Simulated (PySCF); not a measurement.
²⁹Si chemical shifts

All values are calculated (PySCF 2.14.0 with density-fitted response routines): σ from GIAO-PBE0/pcSseg-1, geometry from GFN2-xTB. No solvent, averaged over atoms made equivalent by symmetry, fast rotation or ring inversion, one conformer, non-relativistic Hamiltonian.

Shieldings were converted by a linear fit to measured shifts: ²⁹Si: δ = 279.94 − 0.822σ (rms 8.9 ppm, 72 shifts, 25.8 ppm with the 6 outliers that the fit left out vs TMS, solution or neat liquid). Occasional misses reach two or three times the rms, and more in compound classes unlike the fitted ones.

(1) Give the ²⁹Si shifts of `CC#C[Si@@](N)(P)[SiH2]N`, `C[Si@@H]1[Si@H](C)[SiH2][Si@@H]1O[SiH3]`, `O=C[SiH2][Si@H]([SiH3])[SiH2]C[SiH3]`.

(2) Match the shifts -25.8, -59.4, -71.8 ppm to `O=C(F)c1ccc([SiH3])s1`, `C=CC(C=C)/C=C/S[SiH3]`, `C#C[Si@]1(C)C[C@@H](SC)C1`.

## Answers

(1) 
```json
{"compound": "[CH3:1][C:2]#[C:3][Si@@:4]([NH2:5])([PH2:6])[SiH2:7][NH2:8]", "environment": "Si4: silicon bonded to C, N, P, Si", "δ (ppm)": "-31.4"}
{"compound": "[CH3:1][C:2]#[C:3][Si@@:4]([NH2:5])([PH2:6])[SiH2:7][NH2:8]", "environment": "Si7: silicon bonded to N, Si, 2 H", "δ (ppm)": "-51.2"}
{"compound": "[CH3:1][Si@@H:2]1[Si@H:3]([CH3:4])[SiH2:5][Si@@H:6]1[O:7][SiH3:8]", "environment": "Si6: silicon bonded to O, 2 Si, H, in a 4-membered ring", "δ (ppm)": "10.3"}
{"compound": "[CH3:1][Si@@H:2]1[Si@H:3]([CH3:4])[SiH2:5][Si@@H:6]1[O:7][SiH3:8]", "environment": "Si2: silicon bonded to C, 2 Si, H, in a 4-membered ring", "δ (ppm)": "-40.9"}
{"compound": "[CH3:1][Si@@H:2]1[Si@H:3]([CH3:4])[SiH2:5][Si@@H:6]1[O:7][SiH3:8]", "environment": "Si8: silicon bonded to O, 3 H", "δ (ppm)": "-43.0"}
{"compound": "[CH3:1][Si@@H:2]1[Si@H:3]([CH3:4])[SiH2:5][Si@@H:6]1[O:7][SiH3:8]", "environment": "Si3: silicon bonded to C, 2 Si, H, in a 4-membered ring", "δ (ppm)": "-54.5"}
{"compound": "[CH3:1][Si@@H:2]1[Si@H:3]([CH3:4])[SiH2:5][Si@@H:6]1[O:7][SiH3:8]", "environment": "Si5: silicon bonded to 2 Si, 2 H, in a 4-membered ring", "δ (ppm)": "-83.0"}
{"compound": "[O:1]=[CH:2][SiH2:3][Si@H:4]([SiH3:5])[SiH2:6][CH2:7][SiH3:8]", "environment": "Si3: silicon bonded to C, Si, 2 H", "δ (ppm)": "-56.2"}
{"compound": "[O:1]=[CH:2][SiH2:3][Si@H:4]([SiH3:5])[SiH2:6][CH2:7][SiH3:8]", "environment": "Si6: silicon bonded to C, Si, 2 H", "δ (ppm)": "-57.0"}
{"compound": "[O:1]=[CH:2][SiH2:3][Si@H:4]([SiH3:5])[SiH2:6][CH2:7][SiH3:8]", "environment": "Si8: silicon bonded to C, 3 H", "δ (ppm)": "-65.2"}
{"compound": "[O:1]=[CH:2][SiH2:3][Si@H:4]([SiH3:5])[SiH2:6][CH2:7][SiH3:8]", "environment": "Si5: silicon bonded to Si, 3 H", "δ (ppm)": "-96.5"}
{"compound": "[O:1]=[CH:2][SiH2:3][Si@H:4]([SiH3:5])[SiH2:6][CH2:7][SiH3:8]", "environment": "Si4: silicon bonded to 3 Si, H", "δ (ppm)": "-123.8"}
```

(2) -25.8: C#C[Si@]1(C)C[C@@H](SC)C1 (silicon bonded to 4 C, in a 4-membered ring); -59.4: C=CC(C=C)/C=C/S[SiH3] (silicon bonded to S, 3 H); -71.8: O=C(F)c1ccc([SiH3])s1 (silicon bonded to C, 3 H).
